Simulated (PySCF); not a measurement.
Species: C$_{6}$H$_{11}$, net charge 0, doublet state. It need not be the lowest isomer of its formula. SMILES: C(CC=C)[CH]C
Coordinates optimised at B3LYP-D3(BJ)/def2-TZVP (Ansatz):
```xyz
17

C     -1.7710     0.0900    -0.7880
C     -2.5538     1.1630    -0.1219
C     -0.6475    -0.5918    -0.0934
C      0.6330     0.2819     0.0119
C      1.7317    -0.4111     0.7523
C      2.9086    -0.7460     0.2385
H     -1.8724    -0.0379    -1.8593
H     -2.7530     0.9192     0.9267
H     -2.0206     2.1267    -0.1177
H     -3.5094     1.3388    -0.6194
H     -0.9499    -0.8668     0.9247
H     -0.3834    -1.5190    -0.6076
H      0.9698     0.5537    -0.9913
H      0.3730     1.2126     0.5267
H      1.5158    -0.6697     1.7867
H      3.1640    -0.5120    -0.7892
H      3.6598    -1.2612     0.8234
```
Charge 0, spin multiplicity 2.

Dispersion corrections to the total energy (kcal/mol) from the dftd3 and dftd4 libraries through PySCF: D3(BJ) without and D4 with the three-body term, each with the damping fitted for the functional named.

```tsv
functional	D3(BJ)	D4
B2GP-PLYP	…	-3.14
PBE	…	-7.43
LC-wPBE	-7.32	-8.15
PW6B95	-3.76	-6.32
TPSSh	-9.20	-9.15
TPSS	-10.06	…
BP86	-12.07	-9.68
```

**Question.** Complete the blanks.

**Answer.** 
- B2GP-PLYP, D3(BJ): -4.25
- PBE, D3(BJ): -8.14
- TPSS, D4: -10.02
